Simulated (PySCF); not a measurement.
hydrogen telluride (H₂Te), SMILES [TeH2]. Atoms are numbered in the order given.

```xyz
3

Te     0.0000     0.0000    -0.0432
H      0.0000    -1.1745     1.1239
H      0.0000     1.1745     1.1239
```

Coordinates come from a PBE0-D3(BJ)/def2-TZVPD optimisation. The def2 effective core potentials stand for the cores of Te; spin–orbit coupling is left out.

Level of theory: TDA-M06-2X/def2-TZVPD run with PySCF 2.14.0.

Vertical excitations.  State labels are in the subgroup C2v.

```csv
state,symmetry,energy (eV),λ (nm),f,main pairs
S1,A2,4.21,295,0.000,HOMO→LUMO 91 %
S2,B1,5.07,245,0.034,HOMO→LUMO+1 95 %
S3,A2,6.37,195,0.000,HOMO→LUMO+3 90 %
S4,B1,6.42,193,0.000,HOMO→LUMO+2 97 %
S5,A1,6.77,183,0.002,HOMO→LUMO+4 98 %
S6,B1,7.03,176,0.098,"HOMO→LUMO+6 49 %, HOMO→LUMO+5 47 %"
S7,B2,7.34,169,0.002,"HOMO→LUMO+7 51 %, HOMO−1→LUMO 42 %"
S8,B1,7.41,167,0.387,"HOMO→LUMO+6 49 %, HOMO→LUMO+5 47 %"
S9,A1,7.75,160,0.059,HOMO→LUMO+8 85 %
S10,A1,8.04,154,0.187,"HOMO−1→LUMO+1 76 %, HOMO−2→LUMO 13 %"
T1,A2,3.76,330,0,HOMO→LUMO 87 %
T2,B1,4.65,267,0,HOMO→LUMO+1 85 %
T3,B2,6.01,206,0,HOMO−1→LUMO 82 %
T4,A2,6.36,195,0,HOMO→LUMO+3 89 %
```
Triplets are in the Tamm–Dancoff approximation.
